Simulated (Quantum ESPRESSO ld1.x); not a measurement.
Values are calculated unless marked as measured or tabulated.
Question: The mean radii <r> (bohr) of the occupied orbitals of an atom or ion are listed with their occupations. Level of theory: non-relativistic Kohn-Sham, LDA (Slater exchange, Perdew-Zunger correlation), spin-polarised, spherical densities, point nucleus (ld1.x of Quantum ESPRESSO 7.5).

| orbital | occ. | <r> |
|---|---|---|
| 1s up | 1 | 0.03045 |
| 1s down | 1 | 0.03045 |
| 2s up | 1 | 0.1315 |
| 2s down | 1 | 0.1315 |
| 2p up | 3 | 0.1121 |
| 2p down | 3 | 0.1121 |
| 3s up | 1 | 0.3532 |
| 3s down | 1 | 0.3532 |
| 3p up | 3 | 0.3440 |
| 3p down | 3 | 0.3440 |
| 3d up | 5 | 0.3149 |
| 3d down | 5 | 0.3149 |
| 4s up | 1 | 0.8487 |
| 4s down | 1 | 0.8482 |
| 4p up | 3 | 0.8981 |
| 4p down | 3 | 0.8971 |
| 4d up | 5 | 1.077 |
| 4d down | 5 | 1.071 |
| 5s up | 1 | 2.178 |

Name the element and its charge. Open shells, if any, are filled with parallel spins first.

Answer: Z = 50, tin, charge +3: Sn3+ in [Kr] 4d10 5s1. The 1s radius gives Z: for a bare nucleus <r> = 1.5/Z, 0.03 bohr for Z = 50, and screening makes it slightly larger (0.03045 here). The occupations add up to 47, and the charge is Z minus that.
